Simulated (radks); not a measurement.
All-electron atom: a nucleus of charge 32.9 with 32 electrons in [Ar] 3d10 4s2 4p2. Method: scalar-relativistic Kohn-Sham, BLYP, spin-polarised, spherical densities, finite nucleus; open shells are filled with parallel spins first; Fermi nuclear charge, rms radius 4.0968 fm; computed with a radial shooting solver on a logarithmic mesh with Libxc functionals.

Normalised radial functions P(r) = r R(r), r in bohr:

| r | 4s up | 4p down |
|---|---|---|
| 0.005935 | 0.0734 | 0.0036 |
| 0.00779 | 0.0894 | 0.0059 |
| 0.01022 | 0.1065 | 0.0097 |
| 0.01353 | 0.1234 | 0.0158 |
| 0.01776 | 0.1358 | 0.0251 |
| 0.02331 | 0.1395 | 0.0391 |
| 0.03059 | 0.1279 | 0.0591 |
| 0.04016 | 0.0938 | 0.0861 |
| 0.05271 | 0.0319 | 0.1192 |
| 0.06919 | -0.0559 | 0.1539 |
| 0.09081 | -0.1536 | 0.1795 |
| 0.1192 | -0.2263 | 0.1789 |
| 0.1565 | -0.2261 | 0.1319 |
| 0.2054 | -0.1153 | 0.0272 |
| 0.2696 | 0.0925 | -0.1195 |
| 0.3538 | 0.3061 | -0.2550 |
| 0.4644 | 0.3846 | -0.3024 |
| 0.6096 | 0.2309 | -0.2055 |
| 0.8001 | -0.1209 | 0.0273 |
| 1.059 | -0.5262 | 0.3304 |
| 1.39 | -0.7778 | 0.5789 |
| 1.824 | -0.7888 | 0.6932 |
| 2.394 | -0.5910 | 0.6449 |
| 3.143 | -0.3242 | 0.4779 |
| 4.125 | -0.1244 | 0.2762 |
| 5.414 | -0.0308 | 0.1167 |
| 7.107 | -0.0044 | 0.0333 |

4s up: eigenvalue -22.563 eV, 3 radial nodes at r = 0.0586, 0.241, 0.736 bohr, <r> = 1.89 bohr, 90 % of the charge inside 2.82 bohr. 4p down (empty): eigenvalue -11.267 eV, 2 radial nodes at r = 0.217, 0.779 bohr, <r> = 2.40 bohr, 90 % of the charge inside 3.70 bohr.
